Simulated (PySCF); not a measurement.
Si(Br)(OH) (BrHOSi), SMILES O[Si]Br (connectivity only; charge and spin as stated), neutral, multiplicity 1. Atoms are numbered in the order given.

```xyz
4

Si     0.6884    -1.1549     0.0000
Br    -0.0811     0.9907     0.0000
O     -0.7604    -1.9489     0.0000
H     -0.7166    -2.9125     0.0000
```

Geometry: B3LYP-D3(BJ)/def2-TZVP. The values are those of a single conformer.

Level of theory: CAM-B3LYP/def2-TZVPD run with PySCF.

Gas-phase values at a fixed geometry.

total energy: -2939.69164 hartree
point group: Cs
highest occupied level: -8.61 eV
lowest empty level: -1.17 eV
orbital gap: 7.45 eV
dipole moment: 0.598 e·Å
quadrupole, principal values (traceless, Buckingham form, about the centre of nuclear charge): -6.96, -1.61, 8.57 D·Å
mean static polarisability: 58.1 bohr³ (8.60 Å³)
polarisability, principal values: 46.5, 50.7, 76.9 bohr³
